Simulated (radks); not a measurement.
Question: The mean radii <r> (bohr) of the occupied orbitals of an atom or ion are listed with their occupations. Method: non-relativistic Kohn-Sham, PBE, spin-polarised, spherical densities, point nucleus; computed with a radial shooting solver on a logarithmic mesh with Libxc functionals.

orbital  occ.      <r>
1s up       1  0.01823
1s down     1  0.01823
2s up       1  0.07664
2s down     1  0.07664
2p up       3  0.06471
2p down     3  0.06471
3s up       1   0.1925
3s down     1   0.1925
3p up       3   0.1831
3p down     3   0.1831
3d up       5   0.1595
3d down     5   0.1595
4s up       1   0.4198
4s down     1   0.4198
4p up       3   0.4221
4p down     3   0.4220
4d up       5   0.4253
4d down     5   0.4252
4f up       7   0.4318
4f down     7   0.4318
5s up       1   0.9254
5s down     1   0.9252
5p up       3   0.9893
5p down     3   0.9885
5d up       5    1.217
5d down     5    1.208
6s up       1    2.470
6s down     1    2.450
6p up       3    3.071

Name the element and its charge. Open shells, if any, are filled with parallel spins first.

Answer: Z = 83, bismuth, charge 0: Bi in [Hg] 6p3. The 1s radius gives Z: for a bare nucleus <r> = 1.5/Z, 0.01807 bohr for Z = 83, and screening makes it slightly larger (0.01823 here). The occupations add up to 83, and the charge is Z minus that.
